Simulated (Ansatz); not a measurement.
Computed with Ansatz on PBE0-D4/def2-TZVP structures; ΔE is electronic, products minus reactants. CCSD(T)/CBS is the MP2 limit (def2-TZVPP, def2-QZVPP) plus CCSD(T) − MP2 in def2-TZVPP, frozen cores. This one scheme is used for every species. Each species was taken in one conformer, which may not be the lowest.

`FB(F)S` + H₂S → `FB(S)S` + H–F  (ligand exchange at a B–F bond)

```json
{"species": "`FB(F)S`", "CCSD/CBS(def2) energy (Eh)": "-622.87835"}
{"species": "H₂S", "CCSD/CBS(def2) energy (Eh)": "-398.96478"}
{"species": "`FB(S)S`", "CCSD/CBS(def2) energy (Eh)": "-921.42332"}
{"species": "H–F", "CCSD/CBS(def2) energy (Eh)": "-100.38944"}
```

Task: Work out ΔE.

Result: ΔE = (-921.42332) + (-100.38944) − (-622.87835) − (-398.96478) = 0.03037 Eh = +19.1 kcal/mol. CCSD(T)/CBS gives +17.9 kcal/mol.

Task: What do rigid-rotor, harmonic-oscillator terms from PBE0-D4/def2-TZVP frequencies (298.15 K, 1 bar) make of the CCSD(T)/CBS value? (An estimate is asked.)

Result: The calculation gave: ΔZPE = +0.6 kcal/mol, ΔH = +18.8 kcal/mol, ΔS = -16 J/(mol·K), ΔG = +20.0 kcal/mol.

Largest T1 diagnostic among the species: 0.013.

From BLYP to BHLYP (50 % exact exchange), in def2-TZVPP and without D4, ΔE moves by +1.6 kcal/mol. At CCSD(T), def2-SVP lies +4.5 kcal/mol from the extrapolated value and def2-TZVPP +1.3 kcal/mol.
